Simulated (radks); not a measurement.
Results of a calculation; reference values are marked as such.
All-electron atom: Pr in [Xe] 4f2 5d1 6s2 (not the ground configuration).

Code: a radial shooting solver on a logarithmic mesh with Libxc functionals. Model: scalar-relativistic Kohn-Sham, SCAN, spin-unpolarised, spherical densities, finite nucleus; meta-GGA in the generalised Kohn-Sham scheme; Fermi nuclear charge, rms radius 4.8919 fm.

Energy parts (hartree):
total: -9238.3966
kinetic: 9811.6565
electron-nucleus: -22398.3293
Hartree: 3564.7795
exchange-correlation: -216.5032

Orbitals (lengths in bohr, moments of r in powers of bohr; r(max) is where P^2 peaks):
[
 {"orbital": "1s", "occ.": "2", "eigenvalue (hartree)": "-1539.269", "r(max)": "0.01541"},
 {"orbital": "2s", "occ.": "2", "eigenvalue (hartree)": "-248.5887", "r(max)": "0.08716"},
 {"orbital": "2p", "occ.": "6", "eigenvalue (hartree)": "-222.3051", "r(max)": "0.07029"},
 {"orbital": "3s", "occ.": "2", "eigenvalue (hartree)": "-54.17347", "r(max)": "0.2486"},
 {"orbital": "3p", "occ.": "6", "eigenvalue (hartree)": "-45.78407", "r(max)": "0.2436"},
 {"orbital": "3d", "occ.": "10", "eigenvalue (hartree)": "-34.02950", "r(max)": "0.2008"},
 {"orbital": "4s", "occ.": "2", "eigenvalue (hartree)": "-11.09338", "r(max)": "0.5788"},
 {"orbital": "4p", "occ.": "6", "eigenvalue (hartree)": "-8.33061", "r(max)": "0.6038"},
 {"orbital": "4d", "occ.": "10", "eigenvalue (hartree)": "-4.37129", "r(max)": "0.6341"},
 {"orbital": "4f", "occ.": "2", "eigenvalue (hartree)": "-0.21414", "r(max)": "0.6768"},
 {"orbital": "5s", "occ.": "2", "eigenvalue (hartree)": "-1.59662", "r(max)": "1.339"},
 {"orbital": "5p", "occ.": "6", "eigenvalue (hartree)": "-0.90917", "r(max)": "1.507"},
 {"orbital": "5d", "occ.": "1", "eigenvalue (hartree)": "-0.10591", "r(max)": "2.166"},
 {"orbital": "6s", "occ.": "2", "eigenvalue (hartree)": "-0.14459", "r(max)": "3.672"}
]

The highest occupied level is 5d at -2.882 eV. Summed over all electrons, <r^2> = 91.72 bohr^2, which gives a Langevin (diamagnetic) susceptibility term of -72.6 x 10^-6 cm^3/mol. The density falls to 0.001 e/bohr^3 at r = 5.43 bohr.
